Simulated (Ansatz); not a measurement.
Ideal-gas functions of AlH3O2Si, SMILES `[OH][Al]1[O][SiH2]1` at 298.15 K and 1 bar, from an Ansatz frequency run at PBE0-D4/def2-TZVP.

Molar mass 90.09 g/mol, point group Cs (symmetry number 1), electronic degeneracy 1, moments of inertia 24.2, 200.715, 219.138 u Å². Harmonic wavenumbers (cm⁻¹, unscaled): 150, 173, 271, 414, 428, 560, 601, 643, 793, 830, 955, 993, 2197, 2205, 3974.

Use S(trans) = R[1.5 ln M + 2.5 ln T − 1.1517]; rotational temperatures θ = 24.2544 K / I; S(rot) = R[ln(√π/σ · √(T³/θAθBθC)) + 1.5]; for each mode x = 1.438777 ν̃/T, S = R[x/(eˣ − 1) − ln(1 − e⁻ˣ)] and H = RT x/(eˣ − 1); 1 cm⁻¹ = 0.0119627 kJ/mol; R = 8.31446 J/(mol·K).

**Question.** By hand: the entropy, in J/(mol·K).

**Answer.** Translation 165.0. Rotation: θ = 1.0022, 0.1208, 0.1107 K, giving 106.2. Vibration, mode by mode: 11.18, 10.05, 6.65, 3.82, 3.62, 2.19, 1.87, 1.60, 0.89, 0.77, 0.47, 0.40, 0.00, 0.00, 0.00, in all 43.5. Electronic 0.0. Sum 314.7 J/(mol·K).

**Question.** By hand: H − E and G − E in kJ/mol, counted from the electronic energy.

**Answer.** Zero-point energy ½ × 15187 × 0.0119627 = 90.8; thermal vibration 7.9; translation, rotation and pV give 4 RT = 9.9. H − E = 108.6 kJ/mol, and G − E = 108.6 − 298.15 × 314.7/1000 = 14.8 kJ/mol.

Vibration gives 14 % of the entropy. The sum counts one conformer and one mirror image; others add a mixing term.
